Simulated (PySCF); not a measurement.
C3H4N2.

```xyz
9

C      0.2372    -1.1476     0.0000
C     -1.0133    -0.5647     0.0000
N     -0.7716     0.7906     0.0000
C      0.5840     0.9626     0.0000
N      1.2181    -0.1892     0.0000
H      0.4770    -2.2113     0.0000
H     -2.0213    -0.9740     0.0000
H     -1.4735     1.5220     0.0000
H      1.0449     1.9515     0.0000
```
Charge 0, spin multiplicity 1.

Coordinates come from a r2SCAN-D4/def2-SVP optimisation.

These are PBE0/pcSseg-1 run with PySCF values and carry that method's errors. Non-relativistic, no solvent.

Problem. Give the absolute GIAO shielding of each atom: isotropic value and principal components (ppm). (An estimate is asked for; the answer gives what the named calculation found.)

Solution. 
| atom | σ(iso) | σ11 | σ22 | σ33 | span |
|---|---|---|---|---|---|
| C1 | 48.6 | -31.9 | 48.1 | 129.7 | 161.7 |
| C2 | 65.3 | -18.0 | 67.3 | 146.5 | 164.5 |
| N3 | 83.8 | -24.6 | 101.6 | 174.5 | 199.1 |
| C4 | 47.0 | -26.6 | 53.6 | 114.2 | 140.8 |
| N5 | -41.1 | -265.6 | -112.5 | 254.7 | 520.3 |
| H6 | 23.9 | 21.3 | 24.4 | 26.2 | 4.9 |
| H7 | 24.3 | 22.0 | 25.1 | 25.7 | 3.7 |
| H8 | 23.1 | 18.3 | 23.1 | 27.9 | 9.7 |
| H9 | 23.8 | 20.2 | 24.5 | 26.8 | 6.7 |
